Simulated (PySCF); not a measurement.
CHF, SMILES [CH]F (connectivity only; charge and spin as stated), neutral, multiplicity 1.

The structure is a stationary point at B3LYP-D3(BJ)/def2-TZVPD. The isomer is the one that the SMILES or the coordinates give; other isomers of the formula were not compared.

Computed with PBE/def2-TZVPD (PySCF).

Symmetry labels are those of the subgroup Cs that the program uses (full group Cs).

Computed valence orbital energies around the gap with their symmetry:
```json
[
 {"orbital": "HOMO−7", "symmetry": "A'", "energy (eV)": "-662.25"},
 {"orbital": "HOMO−6", "symmetry": "A'", "energy (eV)": "-272.47"},
 {"orbital": "HOMO−5", "symmetry": "A'", "energy (eV)": "-32.47"},
 {"orbital": "HOMO−4", "symmetry": "A'", "energy (eV)": "-17.17"},
 {"orbital": "HOMO−3", "symmetry": "A'", "energy (eV)": "-13.34"},
 {"orbital": "HOMO−2", "symmetry": "A\"", "energy (eV)": "-12.66"},
 {"orbital": "HOMO−1", "symmetry": "A'", "energy (eV)": "-11.37"},
 {"orbital": "HOMO", "symmetry": "A'", "energy (eV)": "-5.79"},
 {"orbital": "LUMO", "symmetry": "A\"", "energy (eV)": "-4.20"},
 {"orbital": "LUMO+1", "symmetry": "A'", "energy (eV)": "0.00"},
 {"orbital": "LUMO+2", "symmetry": "A'", "energy (eV)": "1.00"},
 {"orbital": "LUMO+3", "symmetry": "A'", "energy (eV)": "1.80"}
]
```
